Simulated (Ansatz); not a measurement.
Consider the isomerisation: `CO[Si](N)(F)F` → `N[C@@H](F)[Si@@H](O)F`.

Gas-phase electronic energies from Ansatz, PBE0-D4/def2-TZVP geometries. CCSD(T)/CBS is the MP2 limit (def2-TZVPP, def2-QZVPP) plus CCSD(T) − MP2 in def2-TZVPP, frozen cores. Each species was taken in one conformer, which may not be the lowest.

| species | CCSD(T)/CBS(def2) energy (Eh) |
| --- | --- |
| `CO[Si](N)(F)F` | -659.82910 |
| `N[C@@H](F)[Si@@H](O)F` | -659.72107 |

Q: Work out ΔE.

A: ΔE = (-659.72107) − (-659.82910) = 0.10803 Eh = +67.8 kcal/mol.

Largest T1 diagnostic among the species: 0.012.

In def2-TZVPP, CCSD(T) changes the Hartree–Fock value by −5.8 kcal/mol (the triples alone add −1.3 kcal/mol) and MP2 by −4.3 kcal/mol. From PBE to PBE0 (25 % exact exchange), in def2-TZVPP and without D4, ΔE moves by +4.1 kcal/mol.
